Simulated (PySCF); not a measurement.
## A search over the determinants of CsSr

Unrestricted PBE0; basis Cs x2c-TZVPall, Sr x2c-TZVPall; spin-free X2C with a Gaussian nucleus; PySCF 2.14. Outer shells of the fragments: Cs 6s1; Sr 5s2.

Followed along the bond (rough minima from three points):

| 2Ms+1 | unpaired | ⟨S²⟩ at the start | R at minimum (Å) | Te (eV) |
| --- | --- | --- | --- | --- |
| 2 | σ ↑ | 0.76 | 4.90 | 0.00 |
| 2 | π ↑ | 0.83 | 4.08 | 0.48 |
| 2 | δ ↑ | 0.77 | 4.22 | 1.29 |
| 4 | σ ↑↑, π ↑ | 3.75 | 4.41 | 1.40 |
| 4 | σ ↑, π ↑↑ | 3.75 | none in the scan | ≤ 1.68 |

Solutions found at the starting distance of 3.915 Å, counted from the lowest of them; the search is not exhaustive and high or unbound solutions are not listed, so other states can lie among these:

```json
{"2Ms+1": "2", "unpaired": "σ ↑", "term": "²Σ⁺", "E (eV)": "0.00", "⟨S²⟩": "0.76", "⟨Lz²⟩": "0.00", "μ (D)": "-1.92"}
{"2Ms+1": "2", "unpaired": "π ↑", "term": "²Π", "E (eV)": "0.22", "⟨S²⟩": "0.83", "⟨Lz²⟩": "1.04", "μ (D)": "-6.20"}
{"2Ms+1": "2", "unpaired": "δ ↑", "term": "²Δ", "E (eV)": "1.05", "⟨S²⟩": "0.77", "⟨Lz²⟩": "4.00", "μ (D)": "-5.34"}
{"2Ms+1": "4", "unpaired": "σ ↑↑, π ↑", "term": "⁴Π", "E (eV)": "1.21", "⟨S²⟩": "3.75", "⟨Lz²⟩": "1.03", "μ (D)": "-3.22"}
{"2Ms+1": "4", "unpaired": "σ ↑, π ↑↑", "term": "⁴Σ⁻", "E (eV)": "1.42", "⟨S²⟩": "3.75", "⟨Lz²⟩": "0.00", "μ (D)": "-3.57"}
{"2Ms+1": "2", "unpaired": "σ ↑↑, π ↓", "term": "mixed", "E (eV)": "1.68", "⟨S²⟩": "1.75", "⟨Lz²⟩": "1.03", "μ (D)": "-1.91"}
{"2Ms+1": "4", "unpaired": "σ ↑↑↑", "term": "⁴Σ⁺", "E (eV)": "1.80", "⟨S²⟩": "3.75", "⟨Lz²⟩": "0.00", "μ (D)": "-1.28"}
{"2Ms+1": "2", "unpaired": "σ ↑, π ↑↓", "term": "mixed", "E (eV)": "1.86", "⟨S²⟩": "1.75", "⟨Lz²⟩": "2.04", "μ (D)": "-4.13"}
{"2Ms+1": "4", "unpaired": "σ ↑↑, δ ↑", "term": "⁴Δ", "E (eV)": "1.92", "⟨S²⟩": "3.75", "⟨Lz²⟩": "4.00", "μ (D)": "-1.92"}
{"2Ms+1": "4", "unpaired": "σ ↑, π ↑↑", "term": "mixed", "E (eV)": "2.03", "⟨S²⟩": "3.75", "⟨Lz²⟩": "2.01", "μ (D)": "-9.45"}
```

A term symbol is given only where ⟨S²⟩ and ⟨Lz²⟩ are close to those of a pure state; real π, δ and φ orbitals otherwise mix terms. A positive dipole means Cs(−)Sr(+).

Question: Compare the gap between the two lowest followed solutions at the starting distance with the gap between their minima.

Answer: At PBE0 the second solution (doublet, unpaired electrons π ↑) lies +0.22 eV from the first (doublet, unpaired electrons σ ↑) at 3.915 Å and +0.48 eV at the minima; the two curves relax by different amounts, since their minima lie near 4.08 and 4.90 Å.

Spin–orbit coupling is left out. Counting both spins, an empty level lies below a filled one in some of these solutions, because spin and occupation are held.
